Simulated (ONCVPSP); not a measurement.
# Which change was made? (Ir, ONCV)

| Quantity | Value |
| --- | --- |
| Element | Ir |
| Generator | ONCVPSP 4.0.1 |
| Type | optimised norm-conserving Vanderbilt (ONCV) |
| Functional | PBE |
| Relativity | fully relativistic |
| Frozen core | [Kr] 4d10 |
| Valence charge | 31 |
| Reference configuration | 4f14 5s2 5p6 5d7 6s1.5 (charge +0.5) |
| Partial waves | 5s+6s: rc 1.80 bohr, ncon 4, nbas 7, qcut 5 1/bohr, 3 projectors, debl 1.8 Ha; 5p: rc 1.25 bohr, ncon 3, nbas 6, qcut 7.1 1/bohr, 2 projectors, debl 3.6 Ha; 5d: rc 1.75 bohr, ncon 3, nbas 8, qcut 8.5 1/bohr, 2 projectors, debl 1.4 Ha; 4f: rc 0.65 bohr, ncon 4, nbas 9, qcut 26.5 1/bohr, 1 projector |
| Local potential | polynomial inside 0.65 bohr (lpopt 5, dvloc0 0 Ha) |
| Core correction | Teter function, fcfact 4.25, rcfact 1.4 |

Open shells are filled in proportion to 2j + 1.

Cutoffs, loose and tight: the cutoffs (Ha) at which the residual kinetic energy of the hardest occupied pseudo-wave falls to 1 and 0.1 mHa per electron. They do not see the model core or the augmentation charge, which bear on the density cutoff. Test errors are all-electron minus pseudo excitation energies from the reference, over the configurations 4f14 5s2 5p6 5d7 6s2; 4f14 5s2 5p6 5d7 6s1; 4f14 5s2 5p6 5d7 6s0; 4f14 5s2 5p6 5d7.5 6s1.5; variants that change the core or the reference have their own tests.

The base gives: outcome: generated; cutoff, loose: 304 Ha; cutoff, tight: 330 Ha; bound ghosts: s, p3/2, p1/2; GHOST(+) flags above zero: s, d5/2, d3/2; largest test error (meV): -9.1.

Question: After one change the result is: outcome: generated; cutoff, loose: 275 Ha; cutoff, tight: 302 Ha; bound ghosts: s; GHOST(+) flags above zero: p3/2, p1/2; largest test error (meV): -19. Which change was it?
A. all radii but the core radius scaled by about 0.79 (s 1.42, p 0.98, d 1.38, f 0.52 bohr); local potential polynomial inside 0.52 bohr (lpopt 5, dvloc0 0 Ha)
B. all radii but the core radius scaled by about 1.15 (s 2.08, p 1.44, d 2.02, f 0.74 bohr); local potential polynomial inside 0.74 bohr (lpopt 5, dvloc0 0 Ha)
C. all radii but the core radius scaled by about 1.31 (s 2.36, p 1.64, d 2.30, f 0.86 bohr); local potential polynomial inside 0.86 bohr (lpopt 5, dvloc0 0 Ha)

Answer: B. The others give: all radii but the core radius scaled by about 0.79 (s 1.42, p 0.98, d 1.38, f 0.52 bohr); local potential polynomial inside 0.52 bohr (lpopt 5, dvloc0 0 Ha) → outcome: generated; cutoff, loose: 590 Ha; cutoff, tight: 1270 Ha; bound ghosts: s, p3/2, p1/2; GHOST(+) flags above zero: s, d5/2, d3/2; largest test error (meV): -5.3 | all radii but the core radius scaled by about 1.31 (s 2.36, p 1.64, d 2.30, f 0.86 bohr); local potential polynomial inside 0.86 bohr (lpopt 5, dvloc0 0 Ha) → outcome: generated; cutoff, loose: 239 Ha; cutoff, tight: 265 Ha; bound ghosts: s; GHOST(+) flags above zero: p3/2, p1/2; largest test error (meV): -10.0.
